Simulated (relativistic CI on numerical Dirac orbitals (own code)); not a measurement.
Forbidden transitions in Cd28+

Method of calculation: Dirac-Coulomb-Breit CI, separate exchange-only KLI orbitals for each configuration, QED by a radiative potential, unscaled Slater integrals (own radial code, finite nucleus).

Configuration list (outside the closed core [Ne]): 3s²3p⁶3d², 3s²3p⁵3d³, 3s3p⁶3d³, 3s²3p⁶3d4s, 3s²3p⁶3d4p, 3s²3p⁶3d4d, 3s²3p⁵3d²4s, 3s²3p⁶3d4f, 3s²3p⁵3d²4p, 3s²3p⁵3d²4d, 3s3p⁶3d²4s, 3s²3p⁶4s², 3p⁶3d³4p, 3s²3p⁶4s4p, 3s3p⁶3d²4p, 3s²3p⁶3d5s, 3s²3p⁶3d5d, 3s²3p⁶3d5g, 3p⁶3d⁴, 3p⁵3d⁵, 3p⁵3d⁴4s, 3p⁶3d³4s, 3p⁵3d³4s², 3s²3p⁶4p², 3s²3p⁵4s4p², 3s²3p⁶4s4d, 3s²3p⁵4s²4d, 3s3p⁶3d4s², 3s3p⁶4s²4p, 3s3p⁶4s²4d. Double excitations out of closed p, d and f shells are left out; levels of such configurations are missing from the list, as are those of other unlisted configurations, and high levels can miss mixing partners. These lack a partner that the ground configuration has and come out too high: 3s²3p⁵3d²4p, 3s²3p⁵3d²4d.

```
λ vac (Å)                Lower                   Upper  Type   A (s⁻¹)        gf  Branching (%)
   19.556    3s²3p⁶3d² ³F3 [2]    3s²3p⁶3d4s ¹D2 [162]    E2  1.40e+08  4.01e-05            4.1
   19.584  3s²3p⁵3d³ ⁵F°3 [13]  3s²3p⁵3d²4s ⁵G°5 [238]    E2  1.23e+08  7.79e-05            2.9
   19.587  3s²3p⁵3d³ ⁵F°4 [14]  3s²3p⁵3d²4s ⁵G°6 [241]    E2  8.28e+07  6.19e-05            8.7
   19.591    3s²3p⁶3d² ³F3 [2]    3s²3p⁶3d4s ³D3 [161]    E2  1.91e+08  7.70e-05            6.4
   19.611  3s²3p⁵3d³ ⁵F°2 [10]  3s²3p⁵3d²4s ⁵G°4 [232]    E2  1.33e+08  6.93e-05            3.9
   19.627    3s²3p⁶3d² ³F2 [1]    3s²3p⁶3d4s ³D2 [159]    E2  3.36e+08  9.70e-05           10.5
   19.646    3s²3p⁶3d² ³F2 [1]    3s²3p⁶3d4s ³D1 [158]    E2  4.77e+08  8.27e-05           15.9
   19.680  3s²3p⁵3d³ ³G°4 [30]  3s²3p⁵3d²4s ³H°6 [260]    E2  3.74e+07  2.83e-05            3.1
   19.682  3s²3p⁵3d³ ⁵F°4 [14]  3s²3p⁵3d²4s ⁵G°5 [238]    E2  1.59e+08  1.02e-04            3.7
   19.692  3s²3p⁵3d³ ³G°5 [31]  3s²3p⁵3d²4s ³H°6 [260]    E2  1.53e+08  1.16e-04           12.8
   19.700  3s²3p⁵3d³ ⁵F°3 [13]  3s²3p⁵3d²4s ⁵G°4 [232]    E2  1.22e+08  6.41e-05            3.6
   19.700  3s²3p⁵3d³ ⁵G°5 [18]  3s²3p⁵3d²4s ⁵G°6 [241]    E2  2.08e+08  1.57e-04           21.9
   19.717  3s²3p⁵3d³ ³I°6 [33]  3s²3p⁵3d²4s ³H°6 [260]    E2  1.89e+08  1.43e-04           15.8
   19.751  3s²3p⁵3d³ ⁵D°4 [20]  3s²3p⁵3d²4s ⁵G°6 [241]    E2  5.68e+07  4.32e-05            6.0
   19.755    3s²3p⁶3d² ¹D2 [5]    3s²3p⁶3d4s ¹D2 [162]    E2  1.33e+08  3.90e-05            3.9
   19.759    3s²3p⁶3d² ³F4 [4]    3s²3p⁶3d4s ³D3 [161]    E2  5.56e+08  2.28e-04           18.7
   19.792    3s²3p⁶3d² ¹D2 [5]    3s²3p⁶3d4s ³D3 [161]    E2  1.32e+08  5.44e-05            4.4
   19.797  3s²3p⁵3d³ ⁵G°5 [18]  3s²3p⁵3d²4s ⁵G°5 [238]    E2  8.91e+07  5.76e-05            2.1
   19.812  3s²3p⁵3d³ ⁵G°6 [22]  3s²3p⁵3d²4s ⁵G°6 [241]    E2  3.80e+08  2.91e-04           40.0
   19.848  3s²3p⁵3d³ ⁵D°4 [20]  3s²3p⁵3d²4s ⁵G°5 [238]    E2  1.13e+08  7.34e-05            2.7
   19.852  3s²3p⁵3d³ ³I°7 [36]  3s²3p⁵3d²4s ³H°6 [260]    E2  4.04e+08  3.10e-04           33.8
   19.853    3s²3p⁶3d² ³P1 [6]    3s²3p⁶3d4s ³D3 [161]    E2  1.17e+08  4.82e-05            3.9
   19.861    3s²3p⁶3d² ³F3 [2]    3s²3p⁶3d4s ³D2 [159]    E2  3.07e+08  9.06e-05            9.6
   19.881    3s²3p⁶3d² ³F3 [2]    3s²3p⁶3d4s ³D1 [158]    E2  2.98e+08  5.29e-05            9.9
   19.881  3s²3p⁵3d³ ⁵D°3 [16]  3s²3p⁵3d²4s ⁵G°4 [232]    E2  1.37e+08  7.29e-05            4.0
   19.910  3s²3p⁵3d³ ⁵G°6 [22]  3s²3p⁵3d²4s ⁵G°5 [238]    E2  1.87e+08  1.22e-04            4.4
   19.915  3s²3p⁵3d³ ⁵G°5 [18]  3s²3p⁵3d²4s ⁵G°4 [232]    E2  2.20e+08  1.17e-04            6.4
   19.928  3s²3p⁵3d³ ³F°4 [40]  3s²3p⁵3d²4s ³H°6 [260]    E2  7.49e+07  5.79e-05            6.3
   19.977    3s²3p⁶3d² ³P0 [3]    3s²3p⁶3d4s ³D2 [159]    E2  1.06e+08  3.16e-05            3.3
   20.019    3s²3p⁶3d² ¹G4 [7]    3s²3p⁶3d4s ¹D2 [162]    E2  7.48e+08  2.25e-04           21.8
   20.030  3s²3p⁵3d³ ⁵G°6 [22]  3s²3p⁵3d²4s ⁵G°4 [232]    E2  1.19e+08  6.46e-05            3.5
   20.033    3s²3p⁶3d² ³F4 [4]    3s²3p⁶3d4s ³D2 [159]    E2  3.29e+08  9.89e-05           10.3
   20.045  3s²3p⁵3d³ ³H°6 [48]  3s²3p⁵3d²4s ³H°6 [260]    E2  3.66e+07  2.87e-05            3.1
   20.056    3s²3p⁶3d² ¹G4 [7]    3s²3p⁶3d4s ³D3 [161]    E2  1.28e+08  5.42e-05            4.3
   20.067    3s²3p⁶3d² ¹D2 [5]    3s²3p⁶3d4s ³D2 [159]    E2  1.71e+08  5.17e-05            5.4
   20.073    3s²3p⁶3d² ³P2 [8]    3s²3p⁶3d4s ¹D2 [162]    E2  4.36e+08  1.32e-04           12.7
   20.076  3s²3p⁵3d³ ³I°6 [33]  3s²3p⁵3d²4s ⁵G°6 [241]    E2  5.01e+07  3.93e-05            5.3
   20.087    3s²3p⁶3d² ¹D2 [5]    3s²3p⁶3d4s ³D1 [158]    E2  1.97e+08  3.58e-05            6.6
   20.087  3s²3p⁵3d³ ³H°6 [50]  3s²3p⁵3d²4s ³H°6 [260]    E2  7.15e+07  5.62e-05            6.0
   20.097  3s²3p⁵3d³ ³G°5 [51]  3s²3p⁵3d²4s ³H°6 [260]    E2  7.63e+07  6.01e-05            6.4
   20.110    3s²3p⁶3d² ³P2 [8]    3s²3p⁶3d4s ³D3 [161]    E2  1.13e+08  4.79e-05            3.8
   20.150    3s²3p⁶3d² ³P1 [6]    3s²3p⁶3d4s ³D1 [158]    E2  2.63e+08  4.80e-05            8.7
   20.216  3s²3p⁵3d³ ³I°7 [36]  3s²3p⁵3d²4s ⁵G°6 [241]    E2  5.62e+07  4.48e-05            5.9
   20.339    3s²3p⁶3d² ¹G4 [7]    3s²3p⁶3d4s ³D2 [159]    E2  1.28e+08  3.96e-05            4.0
   20.631    3s²3p⁶3d² ¹S0 [9]    3s²3p⁶3d4s ¹D2 [162]    E2  9.81e+07  3.13e-05            2.9
```

Terms are leading LS components. Brackets give the number of a level in order of energy, since labels repeat. The list gives strong lines, with weight on those to low levels, among the lowest 400 of 2053 levels, so that lines to higher ones, which can be the strongest, are missing. Levels whose partners in the same complex of configurations lie outside the list can be far off, and so can their lines. Rates are taken at the computed energies, electric ones in the length gauge.

At this charge energies of transitions that change n are usually good to better than 1 %, and those within a shell (Δn = 0) to a few per cent. Terms inside the open d or f shell come out 10 to 20 % too wide with unscaled integrals.

LS names give the leading component of a level, which can be under half, so a name can repeat, a term be missing and a line seem to break the LS rules.
